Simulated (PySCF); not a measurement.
Ligand exchange on a metal centre used in film growth or etching (Ti Cl-Br). Gas-phase values, no solvent.

The LUMO from two functionals at the same geometries (BP86-D3(BJ)/def2-SVP), both in PySCF: PBE-D3(BJ)/def2-TZVP and TPSSh-D3(BJ)/def2-TZVP. 

| species | TPSSh-D3(BJ)/def2-TZVP (eV) |
|---|---|
| 0 of 4 Cl replaced by Br ([Ti(Cl)4]) | -4.32 |
| 1 of 4 Cl replaced by Br | -4.30 |
| 2 of 4 Cl replaced by Br ([Ti(Cl)2(Br)2]) | -4.29 |
| 3 of 4 Cl replaced by Br ([Ti(Cl)(Br)3]) | -4.27 |
| 4 of 4 Cl replaced by Br ([Ti(Br)4]) | -4.26 |

Problem. What does PBE-D3(BJ)/def2-TZVP give for each?

Solution. 
- 0 of 4 Cl replaced by Br ([Ti(Cl)4]): -4.62
- 1 of 4 Cl replaced by Br: -4.60
- 2 of 4 Cl replaced by Br ([Ti(Cl)2(Br)2]): -4.58
- 3 of 4 Cl replaced by Br ([Ti(Cl)(Br)3]): -4.56
- 4 of 4 Cl replaced by Br ([Ti(Br)4]): -4.54
Over these rows, drawn at random from the members with no instability flagged (it was tested for open shells, ions and some series alone), PBE minus TPSSh-D3(BJ): mean -0.29 eV, from -0.30 eV to -0.28 eV.
